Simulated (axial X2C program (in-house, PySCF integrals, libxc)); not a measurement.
## Ω levels of PmSe from open-shell CI on f4 s1

Calculated with an in-house all-electron X2C program for linear molecules (integrals from PySCF): two-component X2C with atomic mean-field Coulomb and Gaunt terms, basis Pm dyall-v3z, Se dyall-v3z (cores contracted in-house). Orbitals come from Hartree–Fock averaged over the configuration Pm f4 s1; CI then distributes these electrons over the f, s shells of Pm.

R = 2.481 Å (near the minimum of the configuration average).

Active spinors (ω > 0):

```json
{"shell": "f", "ω": "5/2", "ε (eV)": "0.74", "character": "100% Pm f"}
{"shell": "f", "ω": "3/2", "ε (eV)": "0.84", "character": "100% Pm f"}
{"shell": "f", "ω": "1/2", "ε (eV)": "0.87", "character": "99% Pm f"}
{"shell": "f", "ω": "7/2", "ε (eV)": "1.11", "character": "100% Pm f"}
{"shell": "f", "ω": "5/2", "ε (eV)": "1.19", "character": "100% Pm f"}
{"shell": "f", "ω": "3/2", "ε (eV)": "1.24", "character": "99% Pm f"}
{"shell": "f", "ω": "1/2", "ε (eV)": "1.26", "character": "99% Pm f"}
{"shell": "s", "ω": "1/2", "ε (eV)": "-3.09", "character": "73% Pm s, 14% Pm p, 11% Pm d"}
```

Lowest levels of this model:

```json
{"Ω": "1/2", "energy (cm⁻¹)": "0", "g∥": "0.56", "μ (D)": "-7.48", "configuration": "100% f4 s1"}
{"Ω": "3/2", "energy (cm⁻¹)": "47", "g∥": "1.72", "μ (D)": "-7.47", "configuration": "100% f4 s1"}
{"Ω": "5/2", "energy (cm⁻¹)": "163", "g∥": "2.91", "μ (D)": "-7.48", "configuration": "100% f4 s1"}
{"Ω": "7/2", "energy (cm⁻¹)": "366", "g∥": "3.90", "μ (D)": "-7.46", "configuration": "100% f4 s1"}
{"Ω": "1/2", "energy (cm⁻¹)": "759", "g∥": "0.78", "μ (D)": "-7.48", "configuration": "100% f4 s1"}
{"Ω": "3/2", "energy (cm⁻¹)": "789", "g∥": "2.31", "μ (D)": "-7.48", "configuration": "100% f4 s1"}
{"Ω": "5/2", "energy (cm⁻¹)": "857", "g∥": "3.83", "μ (D)": "-7.48", "configuration": "100% f4 s1"}
{"Ω": "7/2", "energy (cm⁻¹)": "966", "g∥": "5.49", "μ (D)": "-7.46", "configuration": "100% f4 s1"}
{"Ω": "9/2", "energy (cm⁻¹)": "1095", "g∥": "7.79", "μ (D)": "-7.46", "configuration": "100% f4 s1"}
{"Ω": "1/2", "energy (cm⁻¹)": "1961", "g∥": "1.03", "μ (D)": "-7.47", "configuration": "100% f4 s1"}
{"Ω": "3/2", "energy (cm⁻¹)": "1982", "g∥": "3.06", "μ (D)": "-7.48", "configuration": "100% f4 s1"}
{"Ω": "5/2", "energy (cm⁻¹)": "2026", "g∥": "5.04", "μ (D)": "-7.48", "configuration": "100% f4 s1"}
{"Ω": "7/2", "energy (cm⁻¹)": "2089", "g∥": "7.03", "μ (D)": "-7.47", "configuration": "100% f4 s1"}
{"Ω": "9/2", "energy (cm⁻¹)": "2169", "g∥": "9.20", "μ (D)": "-7.46", "configuration": "100% f4 s1"}
{"Ω": "11/2", "energy (cm⁻¹)": "2267", "g∥": "11.59", "μ (D)": "-7.46", "configuration": "100% f4 s1"}
{"Ω": "1/2", "energy (cm⁻¹)": "2421", "g∥": "0.73", "μ (D)": "-7.48", "configuration": "100% f4 s1"}
{"Ω": "3/2", "energy (cm⁻¹)": "2433", "g∥": "2.23", "μ (D)": "-7.48", "configuration": "100% f4 s1"}
{"Ω": "5/2", "energy (cm⁻¹)": "2496", "g∥": "3.82", "μ (D)": "-7.47", "configuration": "100% f4 s1"}
{"Ω": "7/2", "energy (cm⁻¹)": "2664", "g∥": "5.47", "μ (D)": "-7.48", "configuration": "100% f4 s1"}
{"Ω": "9/2", "energy (cm⁻¹)": "2966", "g∥": "6.96", "μ (D)": "-7.45", "configuration": "100% f4 s1"}
{"Ω": "9/2", "energy (cm⁻¹)": "3533", "g∥": "10.27", "μ (D)": "-7.47", "configuration": "100% f4 s1"}
{"Ω": "11/2", "energy (cm⁻¹)": "3603", "g∥": "12.68", "μ (D)": "-7.45", "configuration": "100% f4 s1"}
{"Ω": "13/2", "energy (cm⁻¹)": "3691", "g∥": "15.19", "μ (D)": "-7.45", "configuration": "100% f4 s1"}
{"Ω": "11/2", "energy (cm⁻¹)": "4781", "g∥": "10.93", "μ (D)": "-7.45", "configuration": "100% f4 s1"}
{"Ω": "11/2", "energy (cm⁻¹)": "5135", "g∥": "13.49", "μ (D)": "-7.47", "configuration": "100% f4 s1"}
{"Ω": "13/2", "energy (cm⁻¹)": "5205", "g∥": "16.04", "μ (D)": "-7.46", "configuration": "100% f4 s1"}
{"Ω": "15/2", "energy (cm⁻¹)": "5288", "g∥": "18.62", "μ (D)": "-7.45", "configuration": "100% f4 s1"}
{"Ω": "13/2", "energy (cm⁻¹)": "6718", "g∥": "14.55", "μ (D)": "-7.45", "configuration": "100% f4 s1"}
{"Ω": "13/2", "energy (cm⁻¹)": "6857", "g∥": "16.67", "μ (D)": "-7.47", "configuration": "100% f4 s1"}
{"Ω": "15/2", "energy (cm⁻¹)": "6929", "g∥": "19.30", "μ (D)": "-7.46", "configuration": "100% f4 s1"}
```

g∥ is the magnitude of 2⟨Lz + ge Sz⟩ for the +Ω component. μ is positive if the Se end is positive.

**Question.** From Ω and g∥ of the lowest level, whose 2⟨Lz + ge Sz⟩ is positive, find ⟨Sz⟩ and ⟨Lz⟩ (ge = 2.0023).

**Answer.** Ω = ⟨Lz⟩ + ⟨Sz⟩ = 1/2 and ⟨Lz⟩ + ge⟨Sz⟩ = 0.280, so ⟨Sz⟩ = -0.22 and ⟨Lz⟩ = 0.72.

Occupations of the active spinors in the lowest level by ω, shell by shell in order of energy: -7/2: 0.20; -5/2: 0.52 0.13; -3/2: 0.31 0.13; -1/2: 0.57 0.07 0.54; 1/2: 0.40 0.10 0.46; 3/2: 0.47 0.12; 5/2: 0.63 0.09; 7/2: 0.26. The leading determinant has weight 0.11 among 447.

This point took 7.2 s on 1 thread of Arm Neoverse N1, on a shared host.

Dynamic correlation is missing, so gaps between terms are too wide and other configurations may lie lower; the lowest level listed is that of this model, not necessarily the ground state. At most 4 roots were kept for each Ω > 0 (twice that for Ω = 0) within 2.2 eV of the lowest, so higher up levels can be missing between those listed; levels with Ω > 0 are doubly degenerate and listed once, Ω = 0 levels singly.
